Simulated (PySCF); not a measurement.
CF3C(O)CH3, C₃H₃F₃O.
Structure used (PBE0-D3(BJ)/def2-TZVP), in Å, numbered top down from 1:
```
atom  x, y, z in Å
C1     1.2129    0.2721   -0.4469
C2     0.1835    0.1750    0.6315
O3     0.3467    0.4657    1.7795
C4    -1.2055   -0.3376    0.1687
F5    -1.0808   -1.5058   -0.4750
F6    -2.0383   -0.5029    1.1776
F7    -1.7439    0.5412   -0.6876
H8     2.1342    0.6765   -0.0343
H9     1.3937   -0.7151   -0.8792
H10    0.8473    0.9112   -1.2548
```

All values: wB97X-D/pcSseg-2 (PySCF, non-relativistic), on one gas-phase PBE0-D3(BJ)/def2-TZVP geometry that isn't relaxed in the solvent. The solvent is an IEF-PCM continuum (Bondi radii, 1.10 Å for H, scaled by 1.2). Specific hydrogen bonds and non-electrostatic terms are outside this model.

Gas phase at wB97X-D/pcSseg-2: HOMO -10.29 eV, LUMO 0.29 eV, dipole 2.75 D.

Problem. What does the continuum do to the energy, the frontier levels and the dipole at wB97X-D/pcSseg-2 in chloroform?

Solution. 
```csv
solvent,ε,E(solvent) − E(gas) (kcal/mol),polarisation term (kcal/mol),distortion of the solute (kcal/mol),HOMO (eV),LUMO (eV),dipole (D)
chloroform,4.711,-3.33,-3.74,0.41,-10.24,0.41,3.26
```

The polarisation term is half the interaction of the solute with the surface charges that it induces; the rest is the cost of distorting the solute's density. The sum is the electrostatic part of solvation alone.

Problem. Which radius a makes the point-dipole formula ΔE = −[(ε − 1)/(2ε + 1)]·μ²/a³ give the value in chloroform, with the gas-phase dipole?

Solution. μ = 1.080 au and |ΔE| = 0.00531 Eh give a = 2.26 Å; the farthest nucleus lies 2.41 Å from the centroid of the nuclei, so such a sphere wouldn't even hold the nuclei. The formula assumes a rigid point dipole at the centre of a sphere.

Problem. Give the dipole vector in the frame of the coordinates (D, pointing from negative to positive charge), gas and chloroform.

Solution. Gas (1.71, 0.04, -2.15), solvent (1.94, 0.00, -2.62). Its length changes by +19 % and its direction by 2°.

wB97X-D is run here without its empirical dispersion term; that term would change no orbital, density or response property at a fixed geometry.
